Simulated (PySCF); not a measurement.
# Working out the ionisation energy of Tc⁺

Tc⁺ [Kr] 4d5 5s1 (7S) → Tc²⁺ [Kr] 4d5 (6S). Calculation: PySCF 2.14, in ANO-RCC-VTZP (7s6p4d2f1g, 68 functions); the spin-free X2C one-electron Hamiltonian (Gaussian nucleus). Frozen: [Kr]. Energies in hartree (1 hartree = 27.21139 eV):

```json
{"part": "UHF", "Tc⁺ (lower)": "-4282.719657", "Tc²⁺ (upper)": "-4282.196003"}
{"part": "CCSD correlation", "Tc⁺ (lower)": "-0.087647", "Tc²⁺ (upper)": "-0.066188"}
{"part": "(T)", "Tc⁺ (lower)": "-0.001605", "Tc²⁺ (upper)": "-0.000811"}
```

**Question.** What does Hartree-Fock give?

**Answer.** (-4282.196003) − (-4282.719657) = 0.523654 hartree = 14.249 eV.

**Question.** What do CCSD and CCSD(T) give?

**Answer.** The CCSD correlation energies differ by 0.021459 hartree = 0.584 eV and the triples by 0.000794 hartree = 0.022 eV, so CCSD gives 14.833 eV and CCSD(T) 14.855 eV.

A first-order spin-orbit estimate adds 0.000 eV to CCSD(T) (valence), giving 14.855 eV against 15.26 eV (semi-empirical (NIST evaluation); NIST Atomic Spectra Database, ionization energies).

What remains against the reference includes basis incompleteness, the frozen core and higher excitations.
